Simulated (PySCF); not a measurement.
## Two-dimensional NMR puzzle

Compound of formula C$_{6}$H$_{6}$N$_{2}$Si. Correlations simulated from computed shifts and the bond graph:

HSQC (one-bond C–H):
```csv
δH,δC
7.03,139.9
6.60,137.6
6.58,136.4
6.33,136.4
```

COSY cross peaks (H two or three bonds apart, from the bond graph; peaks can be absent where the dihedral angle is near 90°):
```csv
δH,δH
7.03,6.58
7.03,6.33
6.60,4.75
6.58,6.33
```

HMBC (two and three bonds, from the bond graph):
```csv
δH,δC
7.03,"142.4, 137.6, 136.4, 121.3"
6.60,"142.4, 139.9, 122.2, 121.3"
6.58,"142.4, 139.9"
6.33,"142.4, 139.9"
4.75,"142.4, 137.6, 122.2"
```

Carbons without hydrogens: δ 142.4, 122.2, 121.3.

PySCF 2.14 calculation with geometry: GFN2-xTB and shieldings: GIAO PBE0/pcSseg-1; fast rotation and ring inversion assumed for equivalent nuclei, in vacuum, one computed conformer, non-relativistic Hamiltonian.

References, each an isolated molecule treated in the same way: TMS for 1H, 13C.

Exchangeable hydrogens are left out of these lists.

**Question.** Assemble the structure.

**Answer.** `C=C/C(C#N)=C\[SiH2]C#N`.

Numbering as in the mapped SMILES `[CH2:1]=[CH:2]/[C:3]([C:4]#[N:5])=[CH:6]\[SiH2:7][C:8]#[N:9]`. Each H is labelled by its parent atom. Ha(C1) is cis to C3; Hb(C1) is trans to C3.

δC 142.4 is C3, a fully substituted alkene carbon. δC 139.9 is C2, an alkene CH (δH 7.03). δC 137.6 is C6, an alkene CH (δH 6.60). δC 136.4 is C1, a terminal =CH2 carbon (δH 6.33, 6.58). δC 122.2 is C8, a nitrile carbon. δC 121.3 is C4, a nitrile carbon. HMBC from δH 7.03 reaches the proton-free carbons C3, C4. HMBC from δH 6.60 reaches the proton-free carbons C3, C8, C4. HMBC from δH 6.58 reaches the proton-free carbon C3. HMBC from δH 6.33 reaches the proton-free carbon C3. COSY links 7.03–6.58, 7.03–6.33, 6.60–4.75, 6.58–6.33.

The data come from this structure; uniqueness wasn't tested.

Shifts are as computed. Against solution values, carbons near 30 ppm lie about +3 ppm off and those near 130 ppm about +5 ppm. Of 1309 compounds with measured shifts, 239 miss one by over three times the rms of a fit or turn the order of signals round; such compounds aren't used in these exercises.
